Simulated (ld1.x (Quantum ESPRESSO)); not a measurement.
**Which setting gave this result? (Mo (Z = 42), TM)**

Base potential:

```json
{"Element": "Mo", "Generator": "ld1.x (Quantum ESPRESSO) 7.5", "Type": "norm-conserving Troullier–Martins (Kleinman–Bylander form)", "Functional": "BLYP", "Relativity": "non-relativistic", "Frozen core": "[Ar] 3d10", "Valence charge": "14", "Reference configuration": "4s2 4p6 4d5 5s0 5p0 (charge +1)", "Partial waves": "4s (bound): rc 1.05 bohr; 4p (bound): rc 1.15 bohr; 4d (bound): rc 1.40 bohr; 4f channel at 0.3 Ry: rc 1.05 bohr", "Local potential": "all-electron potential smoothed inside 1.10 bohr (lloc = -1)", "Core correction": "none"}
```

Cutoffs, loose and tight: the cutoffs (Ry, on a coarse ladder) from which the occupation-weighted sum of valence levels, in a spherical-Bessel basis at the reference potential, stays within 10 and 1 mRy of its value at 400 Ry. They do not see the model core or the augmentation charge, which bear on the density cutoff. Test errors are all-electron minus pseudo excitation energies from the reference, over the configurations 4s2 4p6 4d5 5s1 5p0; 4s2 4p6 4d4 5s0 5p0; 4s2 4p6 4d3 5s0 5p0; 4s2 4p6 4d4 5s1 5p1; 4s2 4p6 4d6 5s0 5p0; 4s2 4p6 4d2 5s0 5p0; 4s2 4p6 4d5.5 5s0.5 5p0; variants that change the core or the reference have their own tests. The largest error is taken over the tests solved by every variant that gives reliable tests at all, those not shown here included: 4s2 4p6 4d2 5s0 5p0; 4s2 4p6 4d3 5s0 5p0; 4s2 4p6 4d4 5s0 5p0.

Only the scale of all radii (base = 1) is moved (3 further runs of the sweep failed or gave no value and are left out):

```
scale of all radii (base = 1)  cutoff, loose  cutoff, tight  bound ghosts  largest test error (meV)  median size of the test errors
                         0.76    over 300 Ry    over 300 Ry             s                       +61                        18.3 meV
                         0.82         230 Ry    over 300 Ry             s                       +48                        34.8 meV
                         1.08         100 Ry         180 Ry          none                       +43                        42.8 meV
                         1.18          90 Ry         160 Ry          none                       +43                        43.2 meV
                         1.33          80 Ry         120 Ry          none                       +48                        48.4 meV
```

**Question.** One more run gave cutoff, loose: 90 Ry; cutoff, tight: 140 Ry; bound ghosts: none; largest test error (meV): +46; median size of the test errors: 45.6 meV. Which value of the scale of all radii (base = 1) was used?

**Answer.** 1.26. The median size of the test errors moves one way along this sweep, from 18.3 meV at 0.76 to 48.4 meV at 1.33, which places the run between 1.18 and 1.33.
